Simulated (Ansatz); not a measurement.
Geometry optimisation, Ansatz, RHF/def2-SVP.

Input:

```yaml
crystal:
  periodic: [false, false, false]
  atoms:
    - { symbol: Sn, position_ang: [-0.62205, 0.26743, -0.252122] }
    - { symbol: H, position_ang: [0.119032, -1.692994, 1.820483] }
    - { symbol: Cl, position_ang: [1.48931, 0.838873, 0.510202] }
    - { symbol: Cl, position_ang: [-1.240944, 1.943335, -1.739804] }
    - { symbol: Cl, position_ang: [-0.530052, -1.743136, -1.404157] }
    - { symbol: "N", position_ang: [-2.039995, 0.120568, 1.230675] }
    - { symbol: H, position_ang: [-2.497476, -0.775851, 1.20665] }
    - { symbol: Si, position_ang: [-2.850357, 1.410037, 2.084629] }
    - { symbol: H, position_ang: [-3.253454, 0.921425, 3.422562] }
    - { symbol: H, position_ang: [-1.885058, 2.525434, 2.206683] }
    - { symbol: H, position_ang: [-4.060381, 1.906162, 1.386443] }
    - { symbol: H, position_ang: [-0.460974, -1.321182, 2.003955] }
basis:
  gaussian: { orbitals: def2-SVP }
hamiltonian:
  xc: hf
relax:
  f_tol: 0.03
  max_steps: 50
output:
  orbitals: {}
```

Run as:

```bash
$ ansatz run input.yaml --threads 4 --pin off --max-ram 5120MiB --backend cpu --events-out ev --progress --plain --runs-dir out
```

Q: Where does it end, and by what steps?

A: It converged. The force dipped under the threshold on the way, but the program's further checks kept it going. After 29 steps the energy has fallen by 0.309 eV; H12 moved furthest, 1.46 Å.

```tsv
step	energy less start (eV)	largest force component (eV/Å)	accepted
0	0.0000	1.210	yes
2	-0.2435	0.148	yes
4	-0.2888	0.112	yes
6	-0.2970	0.079	yes
8	-0.3007	0.093	yes
10	-0.3026	0.081	yes
12	-0.3047	0.100	yes
14	-0.3059	0.075	yes
16	-0.3065	0.104	yes
18	-0.3071	0.081	yes
20	-0.3079	0.033	yes
22	-0.3082	0.076	yes
24	-0.3087	0.022	yes
26	-0.3089	0.042	yes
28	-0.3091	0.073	yes
29	-0.3094	0.012	yes
```

```xyz
12
Properties=species:S:1:pos:R:3
Sn -0.685 0.576 -0.354
H -0.010 -2.805 1.959
Cl 1.300 1.419 0.506
Cl -1.343 2.006 -2.059
Cl -0.282 -1.533 -1.243
N -2.092 0.387 1.036
H -2.376 -0.568 1.173
Si -2.895 1.601 1.997
H -2.728 1.331 3.443
H -2.271 2.898 1.653
H -4.346 1.658 1.705
H -0.106 -2.570 2.661
```

Whether the end is a true minimum wasn't checked by a vibrational analysis.

Run time: 60 s on 4 threads of Arm Neoverse V2, on a shared host, peak memory 0.47 GiB.
